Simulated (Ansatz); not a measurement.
Consider the redistribution: `O=C([SiH3])[SiH](O)Cl` + `[F][GeH2][O][GeH3]` → `O[SiH](Cl)[O][GeH3]` + `O=[C]([SiH3])[GeH2][F]`.

Program: Ansatz. Geometries: PBE0-D4/def2-TZVP. ΔE: electronic, gas phase. CBS: MP2 limit from def2 TZ/QZ plus the TZ coupled-cluster correction, frozen cores. For Ge outer-core shells are correlated without core-valence functions, which leaves a few kJ/mol of doubt a bond. Scalar relativity is left out up to krypton. Each species was taken in one conformer, which may not be the lowest.

```tsv
species	CCSD(T)/CBS(def2) energy (Eh)
`O=C([SiH3])[SiH](O)Cl`	-1229.41192
`[F][GeH2][O][GeH3]`	-4330.26281
`O[SiH](Cl)[O][GeH3]`	-2978.49902
`O=[C]([SiH3])[GeH2][F]`	-2581.20396
```

(1) Work out ΔE.

Largest T1 diagnostic among the species: 0.014.

Results:

(1) ΔE = (-2978.49902) + (-2581.20396) − (-1229.41192) − (-4330.26281) = -0.02825 Eh = -74.2 kJ/mol.

In def2-TZVPP, CCSD(T) changes the Hartree–Fock value by +5.9 kJ/mol (the triples alone add +2.2 kJ/mol) and MP2 by +6.4 kJ/mol.
